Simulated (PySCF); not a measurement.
C5H4F2, SMILES C=CC#CC(F)F.

Geometry optimised at PBE0-D3(BJ)/def2-SVP. The structure was generated by enumeration, and PubChem lists no compound with its InChIKey, so it may never have been made.

Method: PySCF 2.14.0 with PBE0-D3(BJ)/def2-SVP.

No scaling factor is applied to the harmonic values.

A small imaginary wavenumber (i) marks a very flat motion, where grid noise or a shallow saddle decides the sign.

```json
[
 {"mode": "1", "ν (cm⁻¹)": "4i", "IR (km/mol)": "0.3", "moving atoms (share of kinetic energy)": "C 49 %, H 31 %, F 19 %"},
 {"mode": "2", "ν (cm⁻¹)": "107", "IR (km/mol)": "0.9", "moving atoms (share of kinetic energy)": "F 46 %, C 39 %, H 15 %"},
 {"mode": "3", "ν (cm⁻¹)": "110", "IR (km/mol)": "1.6", "moving atoms (share of kinetic energy)": "C 71 %, H 16 %, F 13 %"},
 {"mode": "4", "ν (cm⁻¹)": "236", "IR (km/mol)": "1.6", "moving atoms (share of kinetic energy)": "C 65 %, F 23 %, H 12 %"},
 {"mode": "5", "ν (cm⁻¹)": "316", "IR (km/mol)": "3.2", "moving atoms (share of kinetic energy)": "C 55 %, H 26 %, F 19 %"},
 {"mode": "6", "ν (cm⁻¹)": "449", "IR (km/mol)": "6.4", "moving atoms (share of kinetic energy)": "C 51 %, F 45 %"},
 {"mode": "7", "ν (cm⁻¹)": "547", "IR (km/mol)": "8.2", "moving atoms (share of kinetic energy)": "C 73 %, H 18 %, F 10 %"},
 {"mode": "8", "ν (cm⁻¹)": "555", "IR (km/mol)": "0.5", "moving atoms (share of kinetic energy)": "C 65 %, F 27 %, H 8 %"},
 {"mode": "9", "ν (cm⁻¹)": "622", "IR (km/mol)": "5.1", "moving atoms (share of kinetic energy)": "F 59 %, C 32 %, H 9 %"},
 {"mode": "10", "ν (cm⁻¹)": "712", "IR (km/mol)": "8.8", "moving atoms (share of kinetic energy)": "C 58 %, H 41 %"},
 {"mode": "11", "ν (cm⁻¹)": "839", "IR (km/mol)": "50.2", "moving atoms (share of kinetic energy)": "C 74 %, H 21 %"},
 {"mode": "12", "ν (cm⁻¹)": "965", "IR (km/mol)": "40.6", "moving atoms (share of kinetic energy)": "H 74 %, C 26 %"},
 {"mode": "13", "ν (cm⁻¹)": "1008", "IR (km/mol)": "12.4", "moving atoms (share of kinetic energy)": "H 89 %, C 11 %"},
 {"mode": "14", "ν (cm⁻¹)": "1033", "IR (km/mol)": "8.0", "moving atoms (share of kinetic energy)": "H 52 %, C 44 %"},
 {"mode": "15", "ν (cm⁻¹)": "1133", "IR (km/mol)": "97.5", "moving atoms (share of kinetic energy)": "C 56 %, F 26 %, H 18 %"},
 {"mode": "16", "ν (cm⁻¹)": "1152", "IR (km/mol)": "222.0", "moving atoms (share of kinetic energy)": "C 58 %, F 33 %, H 9 %"},
 {"mode": "17", "ν (cm⁻¹)": "1211", "IR (km/mol)": "130.7", "moving atoms (share of kinetic energy)": "C 54 %, H 39 %"},
 {"mode": "18", "ν (cm⁻¹)": "1300", "IR (km/mol)": "4.7", "moving atoms (share of kinetic energy)": "H 73 %, C 27 %"},
 {"mode": "19", "ν (cm⁻¹)": "1382", "IR (km/mol)": "23.7", "moving atoms (share of kinetic energy)": "H 84 %, C 15 %"},
 {"mode": "20", "ν (cm⁻¹)": "1398", "IR (km/mol)": "186.5", "moving atoms (share of kinetic energy)": "H 67 %, C 31 %"},
 {"mode": "21", "ν (cm⁻¹)": "1430", "IR (km/mol)": "39.3", "moving atoms (share of kinetic energy)": "H 72 %, C 27 %"},
 {"mode": "22", "ν (cm⁻¹)": "1706", "IR (km/mol)": "8.7", "moving atoms (share of kinetic energy)": "C 88 %, H 12 %"},
 {"mode": "23", "ν (cm⁻¹)": "2372", "IR (km/mol)": "71.1", "moving atoms (share of kinetic energy)": "C 100 %"},
 {"mode": "24", "ν (cm⁻¹)": "3085", "IR (km/mol)": "32.2", "moving atoms (share of kinetic energy)": "H 92 %"},
 {"mode": "25", "ν (cm⁻¹)": "3174", "IR (km/mol)": "0.8", "moving atoms (share of kinetic energy)": "H 94 %"},
 {"mode": "26", "ν (cm⁻¹)": "3183", "IR (km/mol)": "2.0", "moving atoms (share of kinetic energy)": "H 92 %, C 8 %"},
 {"mode": "27", "ν (cm⁻¹)": "3287", "IR (km/mol)": "0.7", "moving atoms (share of kinetic energy)": "H 89 %, C 11 %"}
]
```
